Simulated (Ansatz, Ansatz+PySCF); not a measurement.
```
atom    x (Å)    y (Å)    z (Å)
   O  -0.0324   0.8727  -0.7324
   H  -0.0169   1.5993  -0.0628
  Cl  -0.0318  -0.4886   0.3044
```

Basis set: def2-SVP (spherical functions). Frozen core: 6 orbitals. Charge 0, multiplicity 1.

Computed with Ansatz (development build ahead of 0.2.0); each method stands on the lowest determinant of its kind that the runs found. Restricted open shells among the atoms or ions are ROHF, correlated in semicanonical orbitals with singles. Restricted functionals stand beside restricted open-shell atoms, which can lie above the unrestricted atoms usual in DFT and then raise those values.

**Question.** Give the atomization energy at this shape (free ground-state atoms in the same class of orbitals less the molecule, no zero-point energy) of singlet HClO by ωB97X (restricted), ωB97X (unrestricted), r²SCAN (restricted), r²SCAN (unrestricted), PBE0 (restricted), PBE0 (unrestricted), PBE (restricted), PBE (unrestricted), RHF-CCSD(T), RHF-MP2, RHF, UHF.

**Answer.**

```json
{"method": "ωB97X (restricted)", "atomization energy": "6.88 eV"}
{"method": "ωB97X (unrestricted)", "atomization energy": "6.77 eV"}
{"method": "r²SCAN (restricted)", "atomization energy": "7.03 eV"}
{"method": "r²SCAN (unrestricted)", "atomization energy": "6.89 eV"}
{"method": "PBE0 (restricted)", "atomization energy": "6.87 eV"}
{"method": "PBE0 (unrestricted)", "atomization energy": "6.76 eV"}
{"method": "PBE (restricted)", "atomization energy": "7.42 eV"}
{"method": "PBE (unrestricted)", "atomization energy": "7.35 eV"}
{"method": "RHF-CCSD(T)", "atomization energy": "6.16 eV"}
{"method": "RHF-MP2", "atomization energy": "6.32 eV"}
{"method": "RHF", "atomization energy": "3.34 eV"}
{"method": "UHF", "atomization energy": "3.09 eV"}
```
